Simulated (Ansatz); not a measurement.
Geometry optimisation of ReO3F⁺.

```yaml
crystal:
  periodic: [false, false, false]
  atoms:
    - {symbol: Re, position_ang: [0.005568, 0.009591, 0.003993]}
    - {symbol: O, position_ang: [0.034216, 0.023339, 1.692499]}
    - {symbol: O, position_ang: [1.599777, 0.049178, -0.551881]}
    - {symbol: O, position_ang: [-0.772688, 1.412778, -0.522736]}
    - {symbol: F, position_ang: [-0.866872, -1.494885, -0.621875]}
basis:
  gaussian: {orbitals: def2-SVP}
total_charge: 1
magnetization: {spin_polarized: true, initial_magnetization: 1}
hamiltonian: {xc: pbe0, dispersion: d4}
scf: {omitted_lower_state_checks: [starts]}
output: {orbitals: {seedname: orbitals}}
relax: {f_tol: 0.02, max_steps: 100}
```

```sh
$ ansatz run in.yaml --threads 4 --pin off --events-out ev --progress --plain --max-ram 3916MiB
```

Output, abridged:

```
Functional definition: PBE0
mean field -10962.55483836 eV, -402.8664596233 hartree, gradient 1.4e-5 eV, S^2 0.818922; 0 other end points of the search recorded, 0 dependent functions left out
relax step   1: F+E_penalty+E_count = -10962.64336626 eV  Δ(F+E_penalty+E_count) = +0.000e0 eV  max|allowed force component| = 4.745e0 eV/Å  Δτ_max = 0.0000 Å  (130 SCF iters, accepted)
mean field -10962.80561155 eV, -402.8756753679 hartree, gradient 1.9e-5 eV, S^2 0.839063; 0 other end points of the search recorded, 0 dependent functions left out
relax step   2: F+E_penalty+E_count = -10962.89389483 eV  Δ(F+E_penalty+E_count) = -2.505e-1 eV  max|allowed force component| = 7.194e-1 eV/Å  Δτ_max = 0.0597 Å  (61 SCF iters, accepted)
mean field -10962.83114807 eV, -402.8766138178 hartree, gradient 1.7e-5 eV, S^2 0.845076; 0 other end points of the search recorded, 0 dependent functions left out
relax step   3: F+E_penalty+E_count = -10962.91937799 eV  Δ(F+E_penalty+E_count) = -2.548e-2 eV  max|allowed force component| = 3.339e-1 eV/Å  Δτ_max = 0.0515 Å  (55 SCF iters, accepted)
mean field -10962.83326720 eV, -402.8766916942 hartree, gradient 1.6e-5 eV, S^2 0.843659; 0 other end points of the search recorded, 0 dependent functions left out
relax step   4: F+E_penalty+E_count = -10962.92149760 eV  Δ(F+E_penalty+E_count) = -2.120e-3 eV  max|allowed force component| = 9.098e-2 eV/Å  Δτ_max = 0.0117 Å  (55 SCF iters, accepted)
mean field -10962.83337278 eV, -402.8766955745 hartree, gradient 2.7e-5 eV, S^2 0.842916; 0 other end points of the search recorded, 0 dependent functions left out
relax step   5: F+E_penalty+E_count = -10962.92161461 eV  Δ(F+E_penalty+E_count) = -1.170e-4 eV  max|allowed force component| = 3.707e-3 eV/Å  Δτ_max = 0.0021 Å  (58 SCF iters, accepted)
mean field -10962.83337278 eV, -402.8766955745 hartree, gradient 2.7e-5 eV, S^2 0.842916; 0 other end points of the search recorded, 0 dependent functions left out
Total energy: -10962.92165696 eV, -402.8799399580 hartree
Atom 0 at    -0.056801    -0.023088    -0.039884 Å, force    -0.001849    -0.002218    -0.001312 eV/Å
Atom 1 at     0.129437     0.052511     1.685852 Å, force     0.000571     0.000298     0.003707 eV/Å
Atom 2 at     1.626115     0.077193    -0.459784 Å, force     0.003669     0.000353    -0.000740 eV/Å
Atom 3 at    -0.782797     1.383753    -0.530112 Å, force    -0.001478     0.002731    -0.001004 eV/Å
Atom 4 at    -0.915953    -1.490368    -0.656073 Å, force    -0.000912    -0.001165    -0.000650 eV/Å
Dipole moment:     0.042421    -0.112263     0.028297 e Å
Checks for a lower state left out: starts
```

It took 12 s on 4 threads of Arm Neoverse V2 on a shared host.

In the def2 sets Re takes a core potential; there is no spin–orbit coupling.
